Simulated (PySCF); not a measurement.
Job file and geometry (Å, from GFN2-xTB) of an NMR shielding run on `CC[P@H+]1CC=C([SiH3])C1`, [C₆H₁₄PSi]+, GIAO PBE0/pcSseg-1 NMR shielding, non-relativistic, gas phase (PySCF); density fitting, a coarse starting grid and PySCF grid level 2 are the driver's defaults:

```
{"job": {"kind": "nmr", "xc": "PBE0", "basis": "pcSseg-1"}, "charge": 1, "multiplicity": 1}
C     -2.651664    -1.650776     0.164764
C     -2.115287    -0.277347     0.561653
P     -0.919015     0.337154    -0.657599
C     -0.233789     1.967872    -0.235244
C      1.186594     1.627986     0.165836
C      1.635474     0.396545    -0.023991
Si     3.377253    -0.248829     0.408430
C      0.658668    -0.572900    -0.656322
H     -3.148299    -1.609932    -0.802554
H     -1.853755    -2.388335     0.112384
H     -3.375762    -1.989907     0.900789
H     -2.928259     0.451029     0.638911
H     -1.599798    -0.316202     1.527597
H     -1.520514     0.339244    -1.900050
H     -0.254141     2.647396    -1.092646
H     -0.789713     2.441946     0.578817
H      1.787953     2.415260     0.586426
H      3.134480    -1.378090     1.307281
H      4.093868     0.849029     1.038543
H      3.950019    -0.690142    -0.860942
H      0.969788    -0.827332    -1.673107
H      0.585487    -1.504284    -0.089826
```

Q: Write the output of this run.

A: 
```
coarse grid: 18448 points
cycle   1  E = -866.9573853631  dE =  1.099e+00  |g| = 4.376e-01  |ddm| = 4.154e+00
cycle   2  E = -866.9499247543  dE =  7.461e-03  |g| = 4.738e-01  |ddm| = 9.911e-01
cycle   3  E = -867.0080228450  dE = -5.810e-02  |g| = 5.164e-02  |ddm| = 5.446e-01
cycle   4  E = -867.0083848681  dE = -3.620e-04  |g| = 3.669e-02  |ddm| = 8.194e-02
cycle   5  E = -867.0087163129  dE = -3.314e-04  |g| = 8.899e-03  |ddm| = 3.930e-02
cycle   6  E = -867.0087346297  dE = -1.832e-05  |g| = 2.557e-03  |ddm| = 9.997e-03
cycle   7  E = -867.0087362776  dE = -1.648e-06  |g| = 3.390e-04  |ddm| = 2.951e-03
final grid: 166312 points
cycle   8  E = -867.0576647226  dE = -3.781e-05  |g| = 8.725e-03  |ddm| = 3.353e-02
cycle   9  E = -867.0576581848  dE =  6.538e-06  |g| = 1.013e-02  |ddm| = 1.568e-02
cycle  10  E = -867.0576844304  dE = -2.625e-05  |g| = 4.927e-04  |ddm| = 8.722e-03
cycle  11  E = -867.0576844740  dE = -4.359e-08  |g| = 2.611e-04  |ddm| = 7.785e-04
cycle  12  E = -867.0576844900  dE = -1.603e-08  |g| = 8.780e-05  |ddm| = 2.935e-04
cycle  13  E = -867.0576844919  dE = -1.834e-09  |g| = 2.553e-05  |ddm| = 1.049e-04
cycle  14  E = -867.0576844920  dE = -1.628e-10  |g| = 4.354e-06  |ddm| = 2.691e-05
converged SCF energy = -867.0576844920

GIAO shielding tensors (ppm)
atom      isotropic    diamagn.    paramagn.     s11        s22        s33       span
  0 C      177.650     247.373     -69.724    169.488    173.329    190.131     20.643
  1 C      167.773     256.985     -89.212    153.002    172.006    178.313     25.311
  2 P      312.882     971.106    -658.224    238.508    340.187    359.953    121.445
  3 C      151.967     259.799    -107.831    121.340    156.242    178.320     56.980
  4 C       44.916     256.619    -211.703    -61.186     69.709    126.225    187.411
  5 C       40.825     263.921    -223.095    -73.890     48.053    148.313    222.203
  6 Si     420.510     880.080    -459.570    395.447    414.270    451.812     56.365
  7 C      152.536     259.132    -106.597    122.368    152.578    182.661     60.292
  8 H       30.395      28.023       2.372     25.564     28.272     37.349     11.785
  9 H       30.366      30.145       0.221     24.700     30.082     36.317     11.618
 10 H       29.490      25.979       3.511     24.283     26.030     38.157     13.874
 11 H       29.274      30.175      -0.901     23.189     28.152     36.480     13.291
 12 H       29.510      33.677      -4.167     24.426     29.020     35.083     10.656
 13 H       25.916      31.217      -5.302     22.149     23.062     32.536     10.387
 14 H       27.993      30.330      -2.337     23.116     25.412     35.451     12.335
 15 H       28.367      32.013      -3.646     23.359     26.922     34.820     11.461
 16 H       25.207      32.263      -7.056     21.702     26.060     27.859      6.157
 17 H       27.287      28.492      -1.205     23.555     26.302     32.004      8.449
 18 H       27.144      27.716      -0.572     23.199     25.913     32.321      9.122
 19 H       27.216      27.799      -0.583     23.609     25.692     32.347      8.738
 20 H       28.105      32.432      -4.327     22.797     26.729     34.787     11.990
 21 H       28.333      34.635      -6.302     22.475     29.160     33.363     10.888
```

Q: Turn these shieldings into chemical shifts. Referencing at the same level of theory: 13C (σ = 186.93 ppm) and 29Si (σ = 349.16 ppm) and 1H (σ = 31.72 ppm) against TMS; 31P (σ = 318.38 ppm) against H3PO4.

A: Averaging equivalent atoms: C 5: 146.1; C 4: 142.0; C 3: 35.0; C 7: 34.4; C 1: 19.2; C 0: 9.3; P 2: 5.5; Si 6: -71.4; H 16: 6.51; H 13: 5.80; H 17/18/19: 4.50; H 14: 3.72; H 20: 3.61; H 21: 3.38; H 15: 3.35; H 11: 2.44; H 12: 2.21; H 8/9/10: 1.63 ppm. Experimental scales use liquid or dissolved standards, which lie at an offset from isolated H3PO4.

Size and cost of the density-fitted run: 220 basis functions, 43 s wall time on 1 thread of an x86-64 server CPU, shared host.
